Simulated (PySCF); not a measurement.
Harmonic spectrum computed at PBE0 in the def2-TZVP basis family (core potentials from Rb on, PySCF, no spin–orbit coupling):

```json
{"ω (cm⁻¹)": "515", "IR (km/mol)": "75.3"}
{"ω (cm⁻¹)": "1651", "IR (km/mol)": "361"}
{"ω (cm⁻¹)": "1690", "IR (km/mol)": "97.1"}
```

Task: Which molecule gave it? In each, all ligands are bound to the one heavy central atom.
A. LuH₂⁺ (singlet)
B. YH₂⁺ (singlet)
C. BrH₂⁺ (singlet)
D. H₂S⁺ (doublet)
E. CH₂⁺ (doublet)

Result: B. It has C2v symmetry with Y–H 1.882 Å (×2).
